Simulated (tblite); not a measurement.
A geometry optimisation, step by step.

C6H8GeO.
SMILES with atom numbers: `[CH2:1]=[CH:2][GeH2:3][c:4]1[cH:5][cH:6][cH:7][o:8]1` (hydrogens: H9, H10 on C1; H11 on C2; H12, H13 on Ge3; H14 on C5; H15 on C6; H16 on C7)

Computed with GFN2-xTB (tblite), gas phase: L-BFGS steps from a force-field or distance-geometry start until the largest atomic force falls under 0.01 eV/Å. 5 of its 114 geometries are shown.

Step 0: E = -621.3845 eV, largest atomic force 2.201 eV/Å
```
atom  x, y, z in Å  |  force x, y, z in eV/Å
C1     -2.583    0.692    0.412   -0.396  -0.106  -0.597
C2     -2.329   -0.189   -0.553    0.019   0.257   0.631
Ge3    -0.831   -1.408   -0.370   -0.292  -1.005  -0.436
C4      0.782   -0.389   -0.228   -0.805  -0.216   2.037
C5      1.241    0.209    0.936   -0.655  -0.424  -0.385
C6      2.411    0.836    0.568    1.446   0.927  -0.063
C7      2.596    0.578   -0.777    0.912   1.027   1.674
O8      1.608   -0.156   -1.212   -0.001  -0.533  -1.996
H9     -3.426    1.370    0.306    0.243   0.002   0.270
H10    -1.981    0.750    1.310   -0.133   0.041  -0.174
H11    -2.950   -0.241   -1.433   -0.080   0.096  -0.036
H12    -1.032   -2.277    0.898    0.195   0.340  -0.510
H13    -0.773   -2.314   -1.615    0.025   0.196   0.433
H14     0.781    0.201    1.903   -0.076  -0.090   0.000
H15     3.061    1.428    1.214   -0.263  -0.305  -0.404
H16     3.418    0.920   -1.370   -0.138  -0.205  -0.444
```

Step 28: E = -621.6329 eV, largest atomic force 0.033 eV/Å
```
atom  x, y, z in Å  |  force x, y, z in eV/Å
C1     -2.640    0.706    0.367   -0.002   0.004   0.002
C2     -2.362   -0.198   -0.558   -0.014  -0.011   0.019
Ge3    -0.846   -1.426   -0.389   -0.001   0.011   0.006
C4      0.772   -0.422   -0.035   -0.017   0.003   0.005
C5      1.312    0.227    1.039   -0.002  -0.025  -0.002
C6      2.480    0.874    0.574   -0.006  -0.010   0.008
C7      2.566    0.574   -0.750    0.005   0.007  -0.003
O8      1.541   -0.201   -1.127    0.000  -0.007   0.009
H9     -3.468    1.394    0.288   -0.005  -0.003  -0.015
H10    -2.035    0.794    1.257   -0.001   0.023   0.000
H11    -2.982   -0.265   -1.442    0.005  -0.001   0.004
H12    -1.085   -2.394    0.737    0.014  -0.005  -0.011
H13    -0.633   -2.192   -1.658    0.004  -0.011  -0.005
H14     0.928    0.223    2.040   -0.002   0.019  -0.005
H15     3.155    1.481    1.143    0.009  -0.021   0.003
H16     3.289    0.833   -1.498    0.011   0.027  -0.015
```

Step 56: E = -621.6392 eV, largest atomic force 0.064 eV/Å
```
atom  x, y, z in Å  |  force x, y, z in eV/Å
C1     -2.676    0.750    0.316   -0.001  -0.004   0.000
C2     -2.411   -0.243   -0.517   -0.001   0.009  -0.002
Ge3    -0.843   -1.408   -0.379   -0.001   0.039   0.018
C4      0.768   -0.390   -0.029   -0.013   0.000   0.019
C5      1.353    0.189    1.062    0.013   0.005  -0.015
C6      2.524    0.829    0.597   -0.006   0.009   0.012
C7      2.569    0.595   -0.743   -0.011   0.031   0.009
O8      1.515   -0.134   -1.129    0.004  -0.009   0.032
H9     -3.535    1.395    0.202   -0.006  -0.037   0.000
H10    -2.037    0.968    1.159    0.034   0.004  -0.035
H11    -3.079   -0.432   -1.348   -0.012   0.028   0.011
H12    -1.012   -2.416    0.723   -0.018  -0.027  -0.021
H13    -0.642   -2.123   -1.682    0.011  -0.017   0.038
H14     0.995    0.157    2.074    0.000  -0.015  -0.062
H15     3.229    1.388    1.180    0.007  -0.019  -0.012
H16     3.274    0.883   -1.498    0.000   0.003   0.008
```

Step 85: E = -621.6571 eV, largest atomic force 0.077 eV/Å
```
atom  x, y, z in Å  |  force x, y, z in eV/Å
C1     -2.656    0.866    0.097    0.025   0.017   0.004
C2     -2.510   -0.351   -0.400    0.017   0.028   0.023
Ge3    -0.843   -1.369   -0.377   -0.012  -0.028  -0.033
C4      0.734   -0.315   -0.004    0.054  -0.047  -0.029
C5      1.425    0.057    1.113   -0.012   0.044   0.016
C6      2.584    0.733    0.668   -0.007  -0.023  -0.029
C7      2.522    0.710   -0.692   -0.013   0.053   0.004
O8      1.413    0.085   -1.105    0.034   0.011   0.011
H9     -3.603    1.384    0.075   -0.002   0.043   0.018
H10    -1.831    1.399    0.546   -0.011  -0.021  -0.028
H11    -3.371   -0.841   -0.836    0.014  -0.040  -0.021
H12    -0.933   -2.450    0.663   -0.018  -0.043  -0.012
H13    -0.603   -2.021   -1.709   -0.044  -0.002   0.035
H14     1.128   -0.134    2.124    0.008   0.016   0.051
H15     3.355    1.165    1.275   -0.030  -0.021  -0.039
H16     3.181    1.091   -1.449   -0.003   0.011   0.030
```

Step 113: E = -621.6745 eV, largest atomic force 0.010 eV/Å
```
atom  x, y, z in Å  |  force x, y, z in eV/Å
C1     -2.458    0.922   -0.003   -0.005   0.003  -0.005
C2     -2.458   -0.365   -0.308    0.005  -0.005   0.001
Ge3    -0.849   -1.470   -0.383   -0.001   0.001   0.000
C4      0.735   -0.426   -0.002   -0.006   0.002  -0.002
C5      1.380   -0.007    1.126   -0.001  -0.002  -0.005
C6      2.471    0.782    0.697   -0.004   0.003   0.003
C7      2.411    0.789   -0.663    0.001  -0.003  -0.002
O8      1.369    0.066   -1.092    0.000  -0.001  -0.005
H9     -3.361    1.514    0.030    0.000   0.002   0.002
H10    -1.541    1.444    0.227    0.008   0.002   0.005
H11    -3.397   -0.855   -0.533    0.000  -0.003  -0.004
H12    -0.960   -2.603    0.598   -0.002  -0.001   0.002
H13    -0.683   -2.070   -1.748    0.003   0.000   0.003
H14     1.105   -0.240    2.136    0.004   0.001   0.003
H15     3.197    1.275    1.312    0.001  -0.001   0.002
H16     3.032    1.252   -1.405   -0.002   0.003   0.000
```

Problem. Summarise the path.

Solution. The energy falls by 27.98 kJ/mol from step 0 to step 113; nine tenths of that is first reached at step 66. It rises by more than 0.2 meV at step 61. The largest force goes from 2.201 to 0.010 eV/Å. Among the bonds C4–O8 changes most, from 1.306 to 1.354 Å; the atoms move by 0.561 Å rms after alignment.

Problem. Follow the three bonds and two angles with the largest change from start to end.

Solution. 
```
step  E above end (kJ/mol)  largest force (eV/Å)  C4–O8 (Å)  Ge3–H12 (Å)  Ge3–H13 (Å)  Ge3–C4–C5 (°)  Ge3–C4–O8 (°)
   0                 27.98                 2.201      1.306        1.550        1.541          124.8          124.9
   5                  7.93                 0.248      1.352        1.495        1.491          128.2          122.5
  10                  6.56                 0.100      1.351        1.505        1.497          129.5          120.8
  15                  5.83                 0.106      1.353        1.501        1.500          131.1          119.4
  20                  4.92                 0.136      1.353        1.502        1.497          133.4          117.0
  25                  4.20                 0.118      1.355        1.508        1.501          135.2          115.3
  29                  4.01                 0.026      1.354        1.502        1.498          136.1          114.3
  34                  3.93                 0.031      1.354        1.502        1.497          136.3          114.1
  39                  3.87                 0.030      1.354        1.503        1.499          136.4          114.1
  44                  3.79                 0.044      1.354        1.505        1.498          136.2          114.3
  49                  3.66                 0.034      1.354        1.503        1.498          136.4          114.2
  54                  3.51                 0.063      1.354        1.503        1.498          136.4          114.1
  59                  3.25                 0.073      1.354        1.504        1.502          136.5          114.2
  64                  2.88                 0.091      1.354        1.502        1.496          136.5          114.1
  69                  2.56                 0.055      1.354        1.505        1.499          136.2          114.5
  74                  2.44                 0.050      1.354        1.503        1.500          136.4          114.2
  79                  2.26                 0.076      1.354        1.504        1.499          136.3          114.2
  84                  1.82                 0.081      1.354        1.503        1.502          136.0          114.4
  88                  1.39                 0.108      1.354        1.505        1.499          135.8          114.5
  93                  0.86                 0.130      1.354        1.502        1.500          135.7          114.7
  98                  0.37                 0.059      1.355        1.504        1.499          136.0          114.7
 103                  0.17                 0.034      1.354        1.503        1.501          135.7          115.0
 108                  0.05                 0.049      1.354        1.503        1.499          135.8          114.8
 113                  0.00                 0.010      1.354        1.503        1.500          135.7          114.9
```

What follows is the cost of the whole relaxation. Hardware: one thread, Arm Neoverse V1 (aarch64), shared host with 32 logical CPUs at a one-minute load of 11. Cost: 0.75 s.
